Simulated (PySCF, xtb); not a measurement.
NbBr3, SMILES [Br][Nb]([Br])[Br] (connectivity only; charge and spin as stated), neutral, multiplicity 3.

Harmonic wavenumbers (cm⁻¹) from GFN2-xTB (xtb 6.7.1) at its own minimum, in rising order: 20, 33, 38, 195, 260, 288.

What does PBE-D3(BJ)/def2-SVP in PySCF 2.14.0 give at its own minimum? (Estimate from the structure and the level; the computed values follow.)

31, 51, 63, 222, 279, 333. Paired by order, the mean absolute difference is 24 cm⁻¹ and the zero-point energies are 1.2 and 1.4 kcal/mol.
